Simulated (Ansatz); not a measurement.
`[OH][Ge]1([F])[CH2][SiH2]1` at its PBE0-D4/def2-TZVP geometry, where that method's forces vanish. Total charge 0; spin multiplicity 1.

```xyz
10

O     2.2348    0.1166   -0.7761
Ge    0.8550    0.2941    0.3070
F     1.2867    1.4595    1.5241
C    -0.8601    0.6267   -0.5761
Si   -1.0459   -0.9876    0.4481
H     2.9751   -0.3323   -0.3592
H    -1.4363    1.4832   -0.2293
H    -0.8929    0.5321   -1.6604
H    -1.1786   -2.2554   -0.3089
H    -1.9379   -0.9368    1.6308
```

**Question.** What forces (eV/Å) does B3LYP-D4/def2-TZVPP give on these atoms in Ansatz? (Best estimate.)

**Answer.** Computed: 
```
O1   0.238 -0.030 -0.192
Ge2 -0.085 -0.177  0.056
F3   0.083  0.257  0.252
C4  -0.192  0.132 -0.164
Si5 -0.176 -0.205  0.075
H6   0.059 -0.012 -0.029
H7   0.036 -0.050 -0.043
H8  -0.007  0.024  0.069
H9  -0.003  0.073  0.053
H10  0.047 -0.015 -0.078
```

B3LYP here is the variant with VWN-RPA as its local correlation; programs differ in this.
